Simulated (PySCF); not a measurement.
Two species compared at the same levels of theory.

First species: Si(NH2)4.
Cartesian coordinates in Å at the PBE0-D3(BJ)/def2-SVP level; atoms count from 1:
```
atom  x, y, z in Å
Si1    0.004   -0.004    0.001
N2     0.186    0.180    1.713
H3     0.829   -0.431    2.204
H4    -0.638    0.364    2.275
N5     1.642   -0.143   -0.542
H6     2.337    0.495   -0.174
H7     1.817   -0.345   -1.520
N8    -1.050    1.307   -0.411
H9    -0.874    2.221   -0.011
H10   -1.387    1.385   -1.363
N11   -0.764   -1.359   -0.754
H12   -0.304   -2.261   -0.733
H13   -1.768   -1.462   -0.663
```

Second species: 4-tert-butyltoluene, C₁₁H₁₆.
Cartesian coordinates in Å at the PBE0-D3(BJ)/def2-SVP level; atoms count from 1:
```
atom  x, y, z in Å
C1     3.9640   -0.1933    0.3839
C2     2.4646   -0.1260    0.3685
C3     1.6970   -0.8132    1.3110
C4     0.3031   -0.7758    1.2800
C5    -0.3863   -0.0480    0.3052
C6    -1.9132    0.0185    0.2355
C7    -2.3810   -0.5523   -1.1112
C8    -2.3639    1.4811    0.3573
C9    -2.5762   -0.7836    1.3558
C10    0.3891    0.6425   -0.6378
C11    1.7784    0.6065   -0.6076
H12    4.3280   -1.0463   -0.2136
H13    4.3517   -0.3223    1.4051
H14    4.4134    0.7164   -0.0402
H15    2.1975   -1.3916    2.0931
H16   -0.2471   -1.3293    2.0418
H17   -2.0529   -1.5964   -1.2294
H18   -1.9797    0.0229   -1.9589
H19   -3.4805   -0.5276   -1.1800
H20   -2.0418    1.9118    1.3179
H21   -3.4621    1.5519    0.3000
H22   -1.9463    2.1056   -0.4463
H23   -3.6709   -0.7029    1.2734
H24   -2.3174   -1.8521    1.3021
H25   -2.2895   -0.4094    2.3506
H26   -0.1014    1.2296   -1.4184
H27    2.3457    1.1632   -1.3593
```

Levels: wB97X-D/def2-SVPD for HOMO energy, LUMO energy, HOMO–LUMO gap and static isotropic polarisability; TDDFT wB97X-D/def2-SVPD for lowest singlet excitation; TDA wB97X-D/def2-SVPD for lowest triplet excitation (Tamm–Dancoff). Geometries: PBE0-D3(BJ)/def2-SVP. Each species is one conformer at its optimised geometry, gas phase, non-relativistic unless stated; the electronic structure was computed with PySCF and density fitting.

The conformers computed, where there is a choice (atom-mapped SMILES and torsion angles):
- `[CH3:1][c:2]1[cH:3][cH:4][c:5]([C:6]([CH3:7])([CH3:8])[CH3:9])[cH:10][cH:11]1`: C4–C5–C6–C7 -119°

```csv
property,column X,column Y
HOMO energy,-8.40 eV,-8.77 eV
LUMO energy,1.56 eV,1.96 eV
HOMO–LUMO gap,9.96 eV,10.73 eV
lowest singlet excitation,5.32 eV,6.47 eV
lowest triplet excitation (Tamm–Dancoff),4.10 eV,6.30 eV
static isotropic polarisability,130.4 au,59.0 au
```

(1) Which column belongs to which species?

(2) How does each property change from the first species to the second?

## Answers

(1) Column X is the second species and column Y the first. The first has 13 atoms and 50 electrons, the second 27 and 82.

(2) HOMO energy +0.37 eV; LUMO energy -0.40 eV; HOMO–LUMO gap -0.77 eV; lowest singlet excitation -1.15 eV; lowest triplet excitation (Tamm–Dancoff) -2.20 eV; static isotropic polarisability +71.4 au.

On the first: The polarisability is 8.74 Å³ as a volume (1 au = 0.148185 Å³), or 1.18 au for each of the 50 electrons. The vertical singlet–triplet gap S1 − T1 is 0.17 eV (TDDFT singlet less Tamm–Dancoff triplet).

On the second: The principal polarisabilities are 96.0, 126.9 and 168.2 au; their mean is the isotropic value. The polarisability is 19.32 Å³ as a volume (1 au = 0.148185 Å³), or 1.59 au for each of the 82 electrons.
